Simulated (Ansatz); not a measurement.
`C[O][Sc]([Cl])[Cl]` and `[SiH3][O][Sc]([Cl])[Cl]` differ in one atom or group.

Ansatz, PBE0-D4/def2-TZVP geometries, multiplicity 1. Each molecule was computed in one conformer, which needn't be the lowest.

Scalar relativity is left out up to krypton.

| property | `C[O][Sc]([Cl])[Cl]` |
| --- | --- |
| HOMO–LUMO gap (PBE0/def2-TZVPP) / eV | 6.06 |
| size of the dipole moment (PBE/def2-TZVPP) / D | 3.43 |
| HOMO energy (ωB97M-V/def2-TZVPP) / eV | -10.85 |
| LUMO energy (ωB97M-V/def2-TZVPP) / eV | -0.83 |
| HOMO–LUMO gap (PBE/def2-TZVPP) / eV | 3.69 |
| HOMO–LUMO gap (ωB97M-V/def2-TZVPP) / eV | 10.02 |

(1) What does the change do to each property? (Best estimate.)

Answers

(1) Computed: 
```tsv
property	`[SiH3][O][Sc]([Cl])[Cl]`	shift
HOMO–LUMO gap (PBE0/def2-TZVPP) / eV	6.14	0.08
size of the dipole moment (PBE/def2-TZVPP) / D	1.79	-1.64
HOMO energy (ωB97M-V/def2-TZVPP) / eV	-11.19	-0.34
LUMO energy (ωB97M-V/def2-TZVPP) / eV	-1.09	-0.26
HOMO–LUMO gap (PBE/def2-TZVPP) / eV	3.81	0.12
HOMO–LUMO gap (ωB97M-V/def2-TZVPP) / eV	10.10	0.08
```

With PBE0 the HOMO falls by 0.37 eV and the LUMO falls by 0.29 eV, so the gap widens by about 0.08 eV. PBE moves the HOMO by -0.41 eV and ωB97M-V by -0.34 eV. Dipoles are sizes alone; their direction can turn.
